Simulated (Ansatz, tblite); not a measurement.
Forces on W3O9⁻ at its PBE-D4/def2-SVP geometry. Total charge -1; doublet.

In the def2 sets W takes a core potential; there is no spin–orbit coupling. The xTB rows come from tblite. The structure holds 2 bonds between oxygen atoms, so isomers without such links may lie far lower. The structure comes from a short search, and lower isomers may exist.

GFN1-xTB (tblite), largest force 2.87 eV/Å:

```xyz
12
positions Å, forces eV/Å
W    -0.841   -1.342   -0.204   -0.047   -2.201    0.442
W     0.149    0.490   -2.181   -0.159   -0.521    2.320
W     0.821    1.276    0.498   -0.075    1.801    1.340
O    -0.556   -3.240   -0.487    0.164    1.815    2.154
O    -0.083   -0.273    1.215    0.158    0.520   -2.314
O     2.490    0.922    0.742   -1.113   -0.057   -0.429
O     0.821    2.016   -1.373   -0.732   -2.052   -0.024
O     0.125    2.167    2.089    0.981    0.767   -2.586
O    -0.331   -2.846    0.931   -0.615    0.437   -2.769
O    -2.537   -1.077   -0.051    1.157    0.202   -0.216
O     0.520    3.121    1.016   -0.389   -2.554    1.134
O    -0.578   -1.214   -2.195    0.669    1.844    0.948
```

GFN2-xTB (tblite), largest force 4.22 eV/Å:

```
W -0.386 -0.803 0.543
W -0.281 -0.924 4.113
W 0.288 0.483 0.879
O 0.117 1.047 1.675
O 0.052 0.173 -0.768
O -0.870 0.307 -0.071
O -0.223 -0.408 -1.821
O 0.831 0.878 -1.898
O -0.552 0.039 -2.181
O 0.881 -0.273 -0.082
O -0.303 -1.657 1.039
O 0.445 1.138 -1.427
```

PBE-D4/def2-SVP (Ansatz), largest force 0.03 eV/Å:

```
W 0.023 -0.008 -0.008
W 0.000 0.000 0.001
W -0.022 0.011 -0.007
O 0.002 -0.003 0.010
O 0.000 0.001 -0.003
O 0.018 -0.004 -0.001
O -0.003 -0.011 0.017
O 0.008 0.001 -0.020
O -0.005 0.008 -0.019
O -0.017 0.004 -0.002
O -0.003 -0.002 0.010
O 0.000 0.002 0.020
```
